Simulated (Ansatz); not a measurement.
Basis-set extrapolation for C2H6Cl2SSi2, SMILES `C=C[SiH2]S[SiH](Cl)Cl` (PBE0-D4/def2-TZVP geometry, frozen core, the Gaussian-basis code of Ansatz). Multiplicity 1, RHF reference.

```tsv
	def2-TZVPP	def2-QZVPP
HF	-1973.866402	-1973.924210
MP2 correlation	-1.115014	-1.210893
CCSD(T) correlation	-1.252756	not run
```

Energies in hartree. Use E(X) = E(∞) + A·exp(−7.88·√X) for Hartree–Fock and E(X) = E(∞) + B·X^(−2.97) for correlation, with X = 3 and 4, and add CCSD(T) minus MP2 of the smaller set to the MP2 limit.

Problem. What is the CCSD(T) energy at the basis-set limit?

Solution. HF limit: -1973.924210 + (-0.057808) × 0.13774 = -1973.93217. MP2 limit: -1.210893 + (-0.095879) × 0.74074 = -1.28191. Higher-order term: -1.252756 − (-1.115014) = -0.13774. Total: -1975.35182 hartree, 146.0 kcal/mol below CCSD(T)/def2-TZVPP.
